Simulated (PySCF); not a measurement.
**Computed data sheet: `FCc1cn([SiH3])cc1C(F)(F)F`**

C6H7F4NSi.
Numbering: `[F:1][CH2:2][c:3]1[cH:4][n:5]([SiH3:6])[cH:7][c:8]1[C:9]([F:10])([F:11])[F:12]` (hydrogens: H13, H14 on C2; H15 on C4; H16, H17, H18 on Si6; H19 on C7)

Among its groups: pyrrole-type ring nitrogen, CF3 group, C–F bond and Si–H bond.

**GFN2-xTB geometry**

* Rotational constants A, B, C of the GFN2-xTB geometry: 0.999, 0.572, 0.391 GHz

PBE0/pcSseg-1 ground state and GIAO shieldings, non-relativistic (PySCF):

- Dipole moment: 4.20 D
- HOMO energy: -6.89 eV
- LUMO energy: -0.23 eV
- HOMO–LUMO gap: 6.66 eV
- Lowest Hirshfeld atomic charge: -0.12 e on F1
- Highest Hirshfeld atomic charge: +0.40 e on Si6
- 13C chemical shifts (computed TMS as zero) by class: 133.0 (C9), 132.2 (C3), 130.7 (C7), 125.0 (C4), 120.3 (C8), 83.6 (C2) ppm
- 1H chemical shifts (computed TMS as zero) by class: 6.94 (H19), 6.80 (H15), 6.16 (H13/H14), 5.12 (H16/H17/H18) ppm
- Isotropic shieldings of nuclei other than C and H, by class: 104 (N5), 247 (F10/F11/F12), 441 (F1), 395 (Si6) ppm
- Mayer bond orders between heavy atoms: F1–C2 0.90, C2–C3 1.03, C3–C4 1.60, C4–N5 1.09, N5–Si6 0.80, N5–C7 1.14, C7–C8 1.52, C8–C9 1.02, C9–F10 0.98, C9–F11 0.97, C9–F12 0.97, C8–C3 1.27

Monoisotopic mass from the formula: 197.0284 u.

The dipole matches unit charges of opposite sign 0.88 Å apart (1 e·Å = 4.8032 D). The rotational constants make it an asymmetric top with κ = (2B − A − C)/(A − C) = -0.40, nearer the prolate limit (−1). With B = h/(8π²I), that is 505.379 GHz u Å² over I, the principal moments of inertia are 505.7, 883.0 and 1292.0 u Å² (most abundant isotopes).

The structure is a single GFN2-xTB conformer in the gas phase; no vibrational or solvent corrections. NMR classes are plain means over equivalent atoms (diastereotopic ones count apart unless rotation or inversion swaps them), as if these changed places fast; in this geometry the members of some classes differ.

Conformer computed: `[F:1][CH2:2][c:3]1[cH:4][n:5]([SiH3:6])[cH:7][c:8]1[C:9]([F:10])([F:11])[F:12]`: F1–C2–C3–C4 0°, C7–C8–C9–F10 2°.
